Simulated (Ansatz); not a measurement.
Born–Oppenheimer molecular dynamics of BBrClHO (5 atoms, charge 0, multiplicity 1). It starts from a rough guess of a transition structure, not a stationary point.

All numbers below come from UKS PBE-D4/def2-SVP in Ansatz 0.2.0.

```yaml
ensemble: NVE (velocity Verlet)
time_step: 0.5 fs
steps_asked: 150
starting_velocities_drawn_for: 100 K
seed: 230483
```

First frame:

```xyz
5
Properties=species:S:1:pos:R:3
B -0.142 0.357 0.438
Br 1.188 -1.417 -0.434
O -0.810 0.519 -0.639
H -0.258 -0.384 -1.339
Cl 0.021 0.925 1.974
```

Question: How far do the bonds stretch over the last three quarters of this one trajectory? (Pairs bonded in most of those frames.)

Answer: 
```csv
bond,mean (Å),spread (Å),shortest,longest
B1–Br2,1.937,0.078,1.81,2.06
B1–O3,1.361,0.051,1.28,1.44
B1–Cl5,1.838,0.145,1.57,2.04
O3–H4,1.037,0.122,0.83,1.21
```

Mean temperature of the second half: 2541 K. The conserved energy stayed within 3.9 meV per atom of its start (net change 2.4 meV per atom), so the integration is sound. The kinetic energy rose, since the run started high on the potential surface and went downhill. A run of 0.075 ps of so small a system gives no equilibrium averages. The orbitals were unrestricted but ended closed-shell.

The run took 6.9 min on 2 threads of Arm Neoverse N1, with other jobs on the host, peak memory 0.17 GiB.
